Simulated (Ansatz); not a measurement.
Steps of a relaxation of `BCSBO` with RKS PBE0-D4/def2-TZVP.

```sh
$ ansatz run in.yaml --threads 4 --pin off --events-out ev --progress --plain --max-ram 10444MiB
```

```yaml
crystal:
  periodic: [false, false, false]
  atoms:
    - {symbol: B, position_ang: [-0.920170, 0.528832, 0.898238]}
    - {symbol: C, position_ang: [0.021309, -0.679936, 1.169912]}
    - {symbol: S, position_ang: [1.148004, 0.627453, 0.400443]}
    - {symbol: B, position_ang: [1.012354, 0.242869, -1.421052]}
    - {symbol: O, position_ang: [-0.045289, -0.382852, -1.965452]}
    - {symbol: H, position_ang: [-1.138695, 1.350433, 1.765862]}
    - {symbol: H, position_ang: [-1.591359, 0.568147, -0.126497]}
    - {symbol: H, position_ang: [0.023592, -1.596340, 0.553978]}
    - {symbol: H, position_ang: [0.406438, -0.861172, 2.188051]}
    - {symbol: H, position_ang: [1.947227, 0.592825, -2.112201]}
    - {symbol: H, position_ang: [-0.798011, -0.447358, -1.330682]}
basis:
  gaussian: {orbitals: def2-TZVP}
hamiltonian: {xc: pbe0, dispersion: d4}
relax: {f_tol: 0.005, max_steps: 150}
```

Positions (Å) and forces (eV/Å) along the path, 11 of 12 steps:

```xyz
11
step=1 energy=-15364.2770 eV
B    -0.920    0.529    0.898   -0.097    0.104    0.019
C     0.021   -0.680    1.170    0.174   -0.029   -0.013
S     1.148    0.627    0.400   -0.318   -0.353   -0.133
B     1.012    0.243   -1.421    0.070    0.010   -0.123
O    -0.045   -0.383   -1.965   -0.208    0.142    0.634
H    -1.139    1.350    1.766    0.116   -0.332   -0.336
H    -1.591    0.568   -0.126    0.244   -0.016    0.414
H     0.024   -1.596    0.554    0.018    0.498    0.305
H     0.406   -0.861    2.188   -0.183    0.100   -0.535
H     1.947    0.593   -2.112   -0.397   -0.146    0.281
H    -0.798   -0.447   -1.331    0.582    0.022   -0.512
11
step=2 energy=-15364.3204 eV
B    -0.927    0.543    0.919   -0.074    0.019   -0.053
C     0.008   -0.667    1.156    0.177    0.110   -0.042
S     1.130    0.630    0.395   -0.177   -0.192   -0.115
B     1.012    0.244   -1.419    0.090   -0.026    0.079
O    -0.013   -0.418   -1.972   -0.179    0.097    0.319
H    -1.117    1.349    1.787    0.058   -0.103   -0.084
H    -1.608    0.594   -0.080    0.109   -0.012    0.108
H     0.002   -1.562    0.531   -0.020    0.128    0.106
H     0.408   -0.864    2.152   -0.076    0.016   -0.149
H     1.935    0.600   -2.093   -0.124   -0.009    0.072
H    -0.765   -0.505   -1.356    0.216   -0.028   -0.243
11
step=3 energy=-15364.3267 eV
B    -0.923    0.542    0.909   -0.012    0.020   -0.036
C     0.009   -0.664    1.153    0.064    0.105   -0.023
S     1.130    0.617    0.395    0.007   -0.128    0.010
B     1.013    0.231   -1.406   -0.111    0.190   -0.009
O    -0.024   -0.401   -1.967    0.111   -0.078    0.051
H    -1.099    1.344    1.771   -0.010    0.043    0.054
H    -1.587    0.595   -0.089   -0.033    0.003   -0.018
H    -0.005   -1.556    0.537   -0.007   -0.082   -0.040
H     0.396   -0.859    2.146    0.012   -0.026    0.077
H     1.910    0.624   -2.082    0.065   -0.025   -0.034
H    -0.755   -0.530   -1.348   -0.087   -0.022   -0.031
11
step=4 energy=-15364.3310 eV
B    -0.921    0.547    0.912   -0.026    0.032   -0.006
C     0.007   -0.662    1.151    0.028    0.061   -0.041
S     1.131    0.613    0.395    0.017   -0.041    0.017
B     1.003    0.250   -1.408   -0.001   -0.068    0.010
O    -0.011   -0.421   -1.966    0.054    0.043    0.023
H    -1.091    1.348    1.778   -0.014    0.035    0.043
H    -1.588    0.605   -0.084   -0.030    0.002   -0.031
H    -0.015   -1.555    0.535    0.002   -0.066   -0.035
H     0.392   -0.864    2.145    0.024   -0.009    0.064
H     1.908    0.632   -2.082    0.015    0.052   -0.034
H    -0.750   -0.551   -1.357   -0.070   -0.042   -0.010
11
step=5 energy=-15364.3338 eV
B    -0.920    0.559    0.915   -0.028    0.024   -0.010
C     0.001   -0.659    1.144    0.058    0.030    0.022
S     1.143    0.603    0.400   -0.021   -0.054   -0.022
B     1.002    0.253   -1.404    0.022   -0.009    0.054
O     0.001   -0.438   -1.959    0.018    0.001   -0.049
H    -1.078    1.357    1.786   -0.011    0.028    0.035
H    -1.586    0.626   -0.080   -0.018    0.019   -0.032
H    -0.031   -1.548    0.522    0.006   -0.047   -0.002
H     0.380   -0.871    2.138    0.003   -0.015    0.021
H     1.887    0.667   -2.084    0.016    0.040   -0.033
H    -0.734   -0.605   -1.356   -0.044   -0.019    0.018
11
step=6 energy=-15364.3364 eV
B    -0.917    0.576    0.922   -0.009    0.025   -0.003
C    -0.010   -0.656    1.145    0.038   -0.036    0.012
S     1.160    0.573    0.402   -0.011   -0.020   -0.024
B     1.000    0.259   -1.405    0.009    0.030    0.057
O     0.022   -0.460   -1.967   -0.121   -0.058   -0.024
H    -1.056    1.374    1.799   -0.002    0.009   -0.004
H    -1.578    0.661   -0.076    0.001    0.008   -0.010
H    -0.062   -1.549    0.526    0.003    0.001    0.034
H     0.360   -0.878    2.143   -0.007    0.002   -0.034
H     1.854    0.734   -2.092   -0.036   -0.013    0.035
H    -0.708   -0.690   -1.375    0.135    0.053   -0.038
11
step=7 energy=-15364.3374 eV
B    -0.915    0.576    0.920   -0.009    0.020    0.004
C    -0.011   -0.658    1.147    0.014   -0.027    0.003
S     1.162    0.565    0.402    0.001   -0.010   -0.015
B     0.997    0.262   -1.405    0.007    0.015    0.028
O     0.021   -0.458   -1.971   -0.054   -0.032   -0.040
H    -1.052    1.378    1.794    0.000    0.000   -0.007
H    -1.574    0.662   -0.079    0.005    0.001   -0.001
H    -0.065   -1.555    0.534    0.002    0.006    0.020
H     0.359   -0.878    2.146   -0.007    0.004   -0.018
H     1.848    0.744   -2.089   -0.030   -0.008    0.027
H    -0.704   -0.696   -1.378    0.070    0.030   -0.001
11
step=8 energy=-15364.3384 eV
B    -0.909    0.582    0.918   -0.003    0.002    0.005
C    -0.016   -0.661    1.151   -0.012   -0.001   -0.009
S     1.169    0.544    0.402    0.008    0.001    0.006
B     0.989    0.267   -1.405    0.028    0.019    0.000
O     0.024   -0.460   -1.980   -0.031   -0.029   -0.031
H    -1.038    1.389    1.789    0.003   -0.007   -0.006
H    -1.564    0.672   -0.082    0.004   -0.001    0.003
H    -0.081   -1.564    0.547   -0.001    0.006   -0.003
H     0.350   -0.879    2.150    0.003    0.003    0.009
H     1.826    0.779   -2.086   -0.018   -0.005    0.017
H    -0.685   -0.728   -1.384    0.019    0.011    0.010
11
step=9 energy=-15364.3385 eV
B    -0.907    0.586    0.918   -0.003    0.000    0.001
C    -0.019   -0.662    1.150   -0.006    0.004   -0.004
S     1.173    0.536    0.403    0.001   -0.002   -0.007
B     0.987    0.270   -1.405   -0.035   -0.025   -0.023
O     0.026   -0.465   -1.982    0.047    0.030    0.012
H    -1.031    1.393    1.789    0.002   -0.005   -0.003
H    -1.559    0.679   -0.084    0.002    0.000    0.004
H    -0.089   -1.564    0.547    0.000    0.003   -0.003
H     0.345   -0.880    2.150    0.001   -0.001    0.008
H     1.814    0.796   -2.084   -0.008   -0.005    0.004
H    -0.675   -0.746   -1.382    0.000    0.002    0.011
11
step=10 energy=-15364.3386 eV
B    -0.907    0.587    0.918   -0.001    0.001   -0.001
C    -0.020   -0.662    1.150    0.000    0.004   -0.005
S     1.173    0.536    0.402    0.003    0.001    0.006
B     0.987    0.270   -1.405   -0.003    0.000   -0.004
O     0.028   -0.467   -1.981    0.003    0.001   -0.003
H    -1.030    1.393    1.790    0.000   -0.001    0.000
H    -1.560    0.681   -0.083    0.001   -0.002    0.001
H    -0.090   -1.563    0.546    0.000   -0.001    0.000
H     0.344   -0.881    2.150    0.000   -0.001    0.003
H     1.812    0.798   -2.085    0.002    0.000    0.001
H    -0.671   -0.748   -1.380   -0.004   -0.002    0.003
11
step=12 energy=-15364.3386 eV
B    -0.907    0.587    0.918    0.000   -0.001    0.000
C    -0.020   -0.661    1.149    0.000    0.000    0.001
S     1.174    0.536    0.402   -0.001   -0.002   -0.002
B     0.987    0.270   -1.405    0.000    0.004    0.001
O     0.027   -0.467   -1.981   -0.001   -0.002    0.001
H    -1.030    1.393    1.789    0.000    0.000    0.000
H    -1.560    0.681   -0.083    0.000    0.001    0.000
H    -0.090   -1.563    0.545    0.000    0.000    0.000
H     0.344   -0.881    2.150    0.000    0.000    0.000
H     1.812    0.798   -2.085    0.000   -0.001    0.000
H    -0.672   -0.748   -1.379    0.001    0.001   -0.001
```

It took 30 s on 4 threads of an Arm Neoverse V2 on a shared host, with 0.49 GiB of host memory at the peak.
